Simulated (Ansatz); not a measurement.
Compare A (`C[Si@H]1C[C@H]1F`) with its isomer B (`C[C@@H]1C[Si@@H]1F`).

Isolated molecules relaxed with PBE0-D4/def2-TZVP in Ansatz; ΔE leaves out vibrations. CBS: MP2 limit from def2 TZ/QZ plus the TZ coupled-cluster correction, frozen cores. DFT in def2-TZVPP. B3LYP here is the variant with VWN-RPA as its local correlation; programs differ in this.

Question: Which isomer does CCSD(T)/CBS put lower? Give the gap. (Estimate.)

Answer: The calculation gave: B, by 43.5 kcal/mol.

Question: Give E(B) − E(A) in kcal/mol with CCSD/def2-TZVPP, B3LYP-D4, PBE-D4, HF/def2-TZVPP, CCSD(T)/def2-TZVPP, r2SCAN-D4, B2PLYP. (An estimate is asked.)

Answer: Ansatz gave: CCSD/def2-TZVPP -43.4, B3LYP-D4 -41.0, PBE-D4 -38.2, HF/def2-TZVPP -44.3, CCSD(T)/def2-TZVPP -43.0, r2SCAN-D4 -40.9, B2PLYP -42.5. None reverses the order clearly.

Largest T1 diagnostic: 0.011.

From PBE to PBE0 (25 % exact exchange), in def2-TZVPP and without D4, E(B) − E(A) moves by −1.9 kcal/mol.
